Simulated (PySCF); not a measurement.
Species: C₃H₇FOSi.
SMILES with atom numbers: `[CH3:1][C@@H:2]1[O:3][SiH2:4][C@@H:5]1[F:6]` (hydrogens: H7, H8, H9 on C1; H10 on C2; H11, H12 on Si4; H13 on C5)

Method: PySCF 2.14.0, PBE0-D3(BJ)/def2-SVP geometry optimisation, gas phase; density fitting, grid level 1; the optimiser is geomeTRIC in internal coordinates, started from a GFN2-xTB structure with every atom displaced at random (about 0.01 Å).

Step 0: E = -15846.1092 eV
```
atom  x, y, z in Å  |  force x, y, z in eV/Å
C1      1.6565   -0.2704   -0.2896   -1.146   2.009  -0.002
C2      0.4488    0.5383    0.2262    0.634  -0.512   0.121
O3     -0.1109   -0.0711    1.4058    2.889   0.585   1.759
Si4    -1.5272   -0.4998    0.7993   -2.150   0.137  -1.408
C5     -0.8003    0.4785   -0.6741   -0.448   0.496  -0.597
F6     -0.5995   -0.1517   -1.8697    0.122  -0.298  -0.350
H7      2.0394    0.2311   -1.1869    0.100  -0.144  -0.155
H8      2.4279   -0.2863    0.4603    0.527  -0.101   0.600
H9      1.3207   -1.2503   -0.5228   -0.181  -1.330  -0.392
H10     0.7494    1.5611    0.4956    0.053   0.149  -0.090
H11    -1.7111   -1.9325    0.5707   -0.239  -0.552   0.016
H12    -2.6577    0.1571    1.4919   -0.323  -0.148   0.152
H13    -1.2302    1.4792   -0.9170    0.163  -0.291   0.347
```

Question: Estimate the geometry and energy of step 1. (The exact step hangs on the optimiser's Hessian estimate; all steps are aligned on step 0, rigid shifts and turns removed.)

Answer: E = -15846.3446 eV, largest force 0.682 eV/Å
```
atom  x, y, z in Å  |  force x, y, z in eV/Å
C1      1.6314   -0.2585   -0.2895   -0.042  -0.225   0.089
C2      0.4739    0.5574    0.2337   -0.129  -0.048  -0.087
O3     -0.0577    0.0130    1.4571   -0.569  -0.189  -0.194
Si4    -1.5537   -0.4738    0.7663    0.594  -0.024   0.334
C5     -0.7863    0.4955   -0.6836    0.092  -0.031  -0.055
F6     -0.5831   -0.1199   -1.8950   -0.065   0.064   0.130
H7      2.0378    0.1868   -1.2067    0.033   0.038  -0.062
H8      2.4254   -0.2956    0.4736   -0.059  -0.019  -0.064
H9      1.3149   -1.2936   -0.5245    0.082   0.235   0.078
H10     0.7938    1.5978    0.4268   -0.001  -0.028  -0.019
H11    -1.7279   -1.9483    0.5951    0.079   0.037  -0.066
H12    -2.7521    0.0262    1.4977    0.007   0.150  -0.035
H13    -1.2107    1.4960   -0.8614   -0.022   0.040  -0.048
```

The energy changes by -0.2354 eV. The first-order estimate −F·Δx gives -0.6407 eV and the mean of the old and new forces, exact on a quadratic surface, -0.2559 eV. The step makes an angle of 62° with the force vector and moves no atom by more than 0.161 Å.

What follows is the cost of the whole optimisation. Hardware: one thread of an Arm Neoverse V1, shared host with 32 logical CPUs at a one-minute load of 16. Cost: 42 s of wall time, 0.49 GiB resident at most.
